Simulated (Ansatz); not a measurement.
Reaction (cleavage of the Al–B bond): `[AlH2][BH]Cl` + `OC[SiH](F)F` → `F[SiH](F)C[O][AlH2]` + `BCl`

Program: Ansatz. Geometries: PBE0-D4/def2-TZVP. ΔE: electronic, gas phase. CCSD(T)/CBS is the MP2 limit (def2-TZVPP, def2-QZVPP) plus CCSD(T) − MP2 in def2-TZVPP, frozen cores. This one scheme is used for every species. DFT in def2-TZVPP. B3LYP here is the variant with VWN-RPA as its local correlation; programs differ in this. Each species was taken in one conformer, which may not be the lowest.

```json
{"level": "r2SCAN-D4", "ΔE (kJ/mol)": "-171.9"}
{"level": "B2PLYP", "ΔE (kJ/mol)": "-180.3"}
{"level": "PBE", "ΔE (kJ/mol)": "-154.4"}
{"level": "B3LYP", "ΔE (kJ/mol)": "-174.9"}
{"level": "HF/def2-QZVPP", "ΔE (kJ/mol)": "-186.4"}
{"level": "MP2/def2-QZVPP", "ΔE (kJ/mol)": "-184.3"}
{"level": "HF/CBS(def2)", "ΔE (kJ/mol)": "-186.6"}
{"level": "MP2/CBS(def2)", "ΔE (kJ/mol)": "-183.0"}
```

(1) What does CCSD(T)/CBS give? (Best estimate.)

Largest T1 diagnostic among the species: 0.013.

Results:

(1) Computed: -172.2 kJ/mol. The listed levels differ from it by 0.3, -8.1, 17.8, -2.7, -14.2, -12.1, -14.4, -10.8 kJ/mol.

From PBE to PBE0 (25 % exact exchange), in def2-TZVPP and without D4, ΔE moves by −4.1 kJ/mol.
